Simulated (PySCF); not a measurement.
**Radial density of P- (phosphorus, charge -1)**

UHF, [Ne] 3s2 3p4, high-spin 3P determinant. Calculation: PySCF 2.14, in x2c-TZVPPall with one added diffuse shell each of s, p, d type (6s6p4d1f, 51 functions); scalar relativity by spin-free X2C-1e.

```json
{"r (bohr)": "0.00186", "4πr²ρ (e/bohr)": "0.1030", "4πr²(ρα − ρβ)": "0.0000"}
{"r (bohr)": "0.00313", "4πr²ρ (e/bohr)": "0.2761", "4πr²(ρα − ρβ)": "0.0000"}
{"r (bohr)": "0.00526", "4πr²ρ (e/bohr)": "0.7075", "4πr²(ρα − ρβ)": "0.0000"}
{"r (bohr)": "0.00885", "4πr²ρ (e/bohr)": "1.755", "4πr²(ρα − ρβ)": "0.0000"}
{"r (bohr)": "0.0149", "4πr²ρ (e/bohr)": "4.060", "4πr²(ρα − ρβ)": "0.0001"}
{"r (bohr)": "0.0251", "4πr²ρ (e/bohr)": "8.359", "4πr²(ρα − ρβ)": "0.0005"}
{"r (bohr)": "0.0421", "4πr²ρ (e/bohr)": "14.07", "4πr²(ρα − ρβ)": "0.0025"}
{"r (bohr)": "0.0709", "4πr²ρ (e/bohr)": "17.12", "4πr²(ρα − ρβ)": "0.0125"}
{"r (bohr)": "0.119", "4πr²ρ (e/bohr)": "13.47", "4πr²(ρα − ρβ)": "0.0498"}
{"r (bohr)": "0.201", "4πr²ρ (e/bohr)": "11.11", "4πr²(ρα − ρβ)": "0.1288"}
{"r (bohr)": "0.337", "4πr²ρ (e/bohr)": "15.83", "4πr²(ρα − ρβ)": "0.1517"}
{"r (bohr)": "0.567", "4πr²ρ (e/bohr)": "11.02", "4πr²(ρα − ρβ)": "0.0061"}
{"r (bohr)": "0.954", "4πr²ρ (e/bohr)": "2.711", "4πr²(ρα − ρβ)": "0.1914"}
{"r (bohr)": "1.60", "4πr²ρ (e/bohr)": "2.672", "4πr²(ρα − ρβ)": "0.8362"}
{"r (bohr)": "2.70", "4πr²ρ (e/bohr)": "1.700", "4πr²(ρα − ρβ)": "0.6538"}
{"r (bohr)": "4.54", "4πr²ρ (e/bohr)": "0.3505", "4πr²(ρα − ρβ)": "0.1114"}
{"r (bohr)": "7.64", "4πr²ρ (e/bohr)": "0.02684", "4πr²(ρα − ρβ)": "-0.0026"}
{"r (bohr)": "12.8", "4πr²ρ (e/bohr)": "0.0001401", "4πr²(ρα − ρβ)": "0.0000"}
```

Densities and radii are taken from the X2C orbitals without a picture-change correction, which distorts them close to the nucleus.

(1) Where is the radial spin density 4πr²(ρα − ρβ) most negative, and why is it negative at all?

Results:

(1) Around r = 7.64 bohr, down to -0.0026 e/bohr: exchange with the open shell polarises the paired shells in an unrestricted calculation.
